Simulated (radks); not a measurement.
All-electron atom: Sc3+ in [Ar] (the NIST ground configuration).

Calculated with a radial shooting solver on a logarithmic mesh with Libxc functionals: non-relativistic Kohn-Sham, r2SCAN, spin-polarised, spherical densities, point nucleus; meta-GGA in the generalised Kohn-Sham scheme.

Energy parts (eV):
| part | energy |
|---|---|
| total | -20652.162 |
| kinetic | 20634.474 |
| electron-nucleus | -48304.001 |
| Hartree | 8053.397 |
| exchange-correlation | -1036.032 |

Orbitals (lengths in bohr, moments of r in powers of bohr):
orbital  occ.  eigenvalue (eV)   <1/r>
1s          2        -4422.115   20.53
2s          2        -509.6143   4.268
2p          6        -425.3906   4.185
3s          2         -87.6090   1.311
3p          6         -65.3841   1.201
3d          0         -31.6357  0.9496

The highest occupied level is 3p at -65.384 eV. The electron density at the nucleus is 6183 e/bohr^3. Virial ratio -V/T = 2.00086. Summed over all electrons, <r^2> = 12.54 bohr^2, which gives a Langevin (diamagnetic) susceptibility term of -9.93 x 10^-6 cm^3/mol. The density falls to 0.001 e/bohr^3 at r = 2.72 bohr. For comparison, the ionisation energy in NIST's Atomic Spectra Database is 73.489 eV (measured). In exact Kohn-Sham theory the highest level is minus the ionisation energy, but local and semilocal functionals leave it too shallow, through self-interaction and a potential that decays too fast; potentials with the right tail come closer.
